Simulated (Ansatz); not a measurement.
Ideal-gas functions of `C[S][AlH][Cl]` at 500 K and 1 bar, from an Ansatz frequency run at PBE0-D4/def2-TZVP.

Molar mass 110.54 g/mol, point group Cs (symmetry number 1), electronic degeneracy 1, moments of inertia 40.311, 360.339, 397.465 u Å². Harmonic wavenumbers (cm⁻¹, unscaled): 74, 109, 115, 199, 455, 480, 570, 651, 722, 975, 984, 1354, 1467, 1478, 1967, 3065, 3154, 3166.

Use S(trans) = R[1.5 ln M + 2.5 ln T − 1.1517]; rotational temperatures θ = 24.2544 K / I; S(rot) = R[ln(√π/σ · √(T³/θAθBθC)) + 1.5]; for each mode x = 1.438777 ν̃/T, S = R[x/(eˣ − 1) − ln(1 − e⁻ˣ)] and H = RT x/(eˣ − 1); 1 cm⁻¹ = 0.0119627 kJ/mol; R = 8.31446 J/(mol·K).

Task: By hand: the entropy, in J/(mol·K).

Result: Translation 178.3. Rotation: θ = 0.6017, 0.0673, 0.061 K, giving 119.7. Vibration, mode by mode: 21.19, 17.99, 17.55, 13.06, 6.64, 6.26, 5.07, 4.21, 3.59, 2.02, 1.98, 0.84, 0.65, 0.63, 0.19, 0.01, 0.01, 0.01, in all 101.9. Electronic 0.0. Sum 399.9 J/(mol·K).

Task: By hand: H − E and G − E in kJ/mol, counted from the electronic energy.

Result: Zero-point energy ½ × 20985 × 0.0119627 = 125.5; thermal vibration 24.5; translation, rotation and pV give 4 RT = 16.6. H − E = 166.6 kJ/mol, and G − E = 166.6 − 500 × 399.9/1000 = -33.4 kJ/mol.

Vibration gives 25 % of the entropy, 56.7 J/(mol·K) of it from the modes under 150 cm⁻¹: soft modes count most, and the harmonic formula is weakest for them. The sum counts one conformer and one mirror image; others add a mixing term.
